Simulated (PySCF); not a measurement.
NMR data sheet: C₇H₁₀OSi

```
Formula                               : C7H10OSi
SMILES                                : C=C([SiH2]C)c1ccoc1
Point group of the computed structure : C1
Degrees of unsaturation               : 4
Carbon signals                        : 7
Proton signals                        : 7
```

Molfile (atoms numbered from 1):
```
C7H10OSi
     RDKit          3D

 19 19  0  0  0  0  0  0  0  0999 V2000
    0.0775    2.3288   -0.5760 C   0  0  0  0  0  0  0  0  0  0  0  0
   -0.0887    1.0081   -0.5092 C   0  0  0  0  0  0  0  0  0  0  0  0
   -1.7667    0.2044   -0.8759 Si  0  0  0  0  0  4  0  0  0  0  0  0
   -2.2971   -0.8338    0.6237 C   0  0  0  0  0  0  0  0  0  0  0  0
    1.0221    0.1404   -0.1411 C   0  0  0  0  0  0  0  0  0  0  0  0
    1.1678   -1.2443   -0.4527 C   0  0  0  0  0  0  0  0  0  0  0  0
    2.3445   -1.6382    0.0969 C   0  0  0  0  0  0  0  0  0  0  0  0
    2.9382   -0.6147    0.7352 O   0  0  0  0  0  0  0  0  0  0  0  0
    2.1397    0.4549    0.5863 C   0  0  0  0  0  0  0  0  0  0  0  0
    1.0274    2.8044   -0.3864 H   0  0  0  0  0  0  0  0  0  0  0  0
   -0.7365    2.9840   -0.8360 H   0  0  0  0  0  0  0  0  0  0  0  0
   -1.6656   -0.6502   -2.0691 H   0  0  0  0  0  0  0  0  0  0  0  0
   -2.7433    1.2698   -1.1309 H   0  0  0  0  0  0  0  0  0  0  0  0
   -3.2272   -1.3582    0.4269 H   0  0  0  0  0  0  0  0  0  0  0  0
   -1.5464   -1.5760    0.8802 H   0  0  0  0  0  0  0  0  0  0  0  0
   -2.4510   -0.2083    1.4990 H   0  0  0  0  0  0  0  0  0  0  0  0
    0.4909   -1.8453   -1.0241 H   0  0  0  0  0  0  0  0  0  0  0  0
    2.8508   -2.5832    0.1068 H   0  0  0  0  0  0  0  0  0  0  0  0
    2.4539    1.3667    1.0540 H   0  0  0  0  0  0  0  0  0  0  0  0
  1  2  2  0
  2  3  1  0
  3  4  1  0
  2  5  1  0
  5  6  1  0
  6  7  2  0
  7  8  1  0
  8  9  1  0
  9  5  2  0
  1 10  1  0
  1 11  1  0
  3 12  1  0
  3 13  1  0
  4 14  1  0
  4 15  1  0
  4 16  1  0
  6 17  1  0
  7 18  1  0
  9 19  1  0
M  END
```

Computational details: σ from GIAO-PBE0/pcSseg-1, GFN2-xTB structure, in PySCF 2.14 (one averaged value for each set of equivalent atoms, non-relativistic, a single conformation, isolated molecule).

Shifts are taken against calculated references (same method and geometry level): ¹H (31.72 ppm), ¹³C (186.93 ppm), ²⁹Si (349.16 ppm) vs TMS; H2O for ¹⁷O (336.08 ppm).

| carbon | δC, type | δH (multiplicity) | HMBC from (2–3 bonds) | span of the C tensor (ppm) |
| --- | --- | --- | --- | --- |
| C1 | 132.3, CH2 | H10 6.45 (br s); H11 5.90 (br s) | H12/H13 | 208 |
| C2 | 144.9, C | – | H19, H17, H10, H11, H12/H13, H14/H15/H16 | 246 |
| C4 | -6.0, CH3 | 0.26 (t) | H12/H13 | 9 |
| C5 | 134.9, C | – | H19, H18, H17, H10, H11, H12/H13 | 167 |
| C6 | 117.5, CH | 6.71 (m) | H19, H18 | 178 |
| C7 | 148.1, CH | 7.49 (m) | H19, H17 | 144 |
| C9 | 142.6, CH | 7.81 (m) | H18, H17 | 131 |

Other nuclei:
```csv
atoms,nucleus,environment,δ (ppm),σ (ppm)
H12/H13,¹H,hydrogen on a silicon bonded to 2 C,4.64,27.08
Si3,²⁹Si,"silicon bonded to 2 C, 2 H",-41.1,390.2
O8,¹⁷O,aromatic ring oxygen,300.3,35.8
```

Carbon types of the structure: 2 × C, 3 × CH, 1 × CH2, 1 × CH3, leaving 2 H on heteroatoms. δC 148.1, 142.6: aromatic CH next to the ring oxygen. δC 144.9: fully substituted alkene carbon; as expected for a trigonal carbon in a double bond. δC 134.9: substituted aromatic carbon. δC 132.3: terminal =CH2 carbon; an sp2 carbon of a C=C bond. δC 117.5: aromatic CH.

Shifts are as computed. Against solution values, carbons near 30 ppm lie about +3 ppm off and those near 130 ppm about +5 ppm. Of 1309 compounds with measured shifts, 239 miss one by over three times the rms of a fit or turn the order of signals round; such compounds aren't used in these exercises. Unscaled 17O shifts of doubly bonded oxygen tend to come out too high, by tens of ppm or more. Experimental scales use liquid or dissolved standards, which lie at an offset from isolated H2O (liquid H2O: subtract about 36 ppm). Multiplicities follow the n + 1 count of equivalent neighbours, as no J values were calculated; m marks all less simple cases, F and P coupling included.
